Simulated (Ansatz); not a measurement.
Gas-phase reaction in SMILES: N[Si](N)(F)F -> N[Si](N)F + F atom (the F-Si bond at the site shown breaks; other sites are not compared here)
Geometries: B3LYP-D3(BJ)/def2-TZVP minima from Ansatz (a program for electronic structure), one conformer each, not searched for the lowest. Frequencies are from Ansatz.

Property: bond dissociation energy (enthalpy at 298 K, with B3LYP-D3(BJ) rigid-rotor harmonic-oscillator terms), in kcal/mol. Cores are frozen in the correlated levels unless marked. Open shells are spin-unrestricted. No spin-orbit coupling. No relativistic terms. Basis-set limits of correlation are two-point, X^-3; Hartree-Fock from the larger set. The bracket is a focal-point correction in the basis named.

| level | program | bond dissociation energy (kcal/mol) |
|---|---|---|
| HF/cc-pV(D+d)Z | Ansatz | 120.4 |
| SVWN5/def2-TZVPD | Ansatz | 182.6 |
| BLYP-D4/def2-TZVPD | Ansatz + dftd4 | 158.9 |
| B3LYP-D3(BJ)/def2-TZVPD | Ansatz + dftd3 | 159.4 |
| r2SCANh/def2-TZVPD | Ansatz | 159.1 |
| wB97X-V/def2-TZVPD | Ansatz | 163.7 |
| MP2/aug-cc-pV(T+d)Z | Ansatz | 170.9 |

Problem. Estimate the value at RI-MP2/CBS(aug-cc-pV(T+d)Z,aug-cc-pV(Q+d)Z)+[CCSD(T)-MP2]/aug-cc-pV(T+d)Z as computed with Ansatz.

Solution. 167.8 kcal/mol
